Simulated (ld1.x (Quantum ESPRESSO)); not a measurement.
# Transferability test, TM potential for Ca (Z = 20)

ld1.x (Quantum ESPRESSO) 7.5 input, shortened:

```
&input
   title='Ca', zed=20., rel=1, dft='PBE', iswitch=3,
   config='[Ar] 3d0 4s2 4p0 4f-2'
 /
 &inputp
   pseudotype=2, tm=.true., lloc=-1, rcloc=2.50,
   nlcc=.false.
 /
4
3S  1  0   2.00   0.00  1.85  1.85  0.0
3P  2  1   6.00   0.00  1.75  1.75  0.0
3D  3  2   0.00   0.00  3.05  3.05  0.0
4F  4  3  -2.00   0.25  2.50  2.50  0.0
 &test
   configts(1)='3s2 3p6 3d0 4s2 4p0'
 /
```

Occupied shells without a wave of their own: 4s. They enter only through the test configuration that unscreens the potential.

Energies are relative to the spin-unpolarised reference configuration 3s2 3p6 3d0 4s2 4p0; without spin polarisation the order of configurations can differ from experiment.

(1) Give the all-electron excitation energy and the error of the potential for: 3s2 3p6 3d0 4s1 4p0; 3s2 3p6 3d0 4s0 4p0; 3s2 3p6 3d0 4s1.5 4p0; 3s2 3p6 3d0.5 4s1.5 4p0; 3s2 3p6 3d0 4s1 4p1; 3s2 3p5 3d0 4s2 4p0; 3s2 3p6 3d0 4s0 4p1.

Levels in the configuration 3s2 3p6 3d0 4s1 4p1:

```
level  all-electron (eV)  pseudo (eV)
   3s            -48.454      -48.775
   3p            -29.352      -29.654
   4s             -4.419       -4.810
   4p             -1.941       -2.000
```

## Answers

(1)

```
  valence configuration  charge  ΔE all-electron (eV)  error AE − PS (meV)
    3s2 3p6 3d0 4s1 4p0      +1                 6.309                 -351
    3s2 3p6 3d0 4s0 4p0      +2                18.130                 -995
  3s2 3p6 3d0 4s1.5 4p0    +0.5                 2.504                 -148
3s2 3p6 3d0.5 4s1.5 4p0       0                 1.053                  -87
    3s2 3p6 3d0 4s1 4p1       0                 2.422                 -300
    3s2 3p5 3d0 4s2 4p0      +1                34.668                 +162
    3s2 3p6 3d0 4s0 4p1      +1                 9.357                 -818
```

The 4s level has no wave, so the channel is fitted at the deeper level alone: the likely source of the large errors.
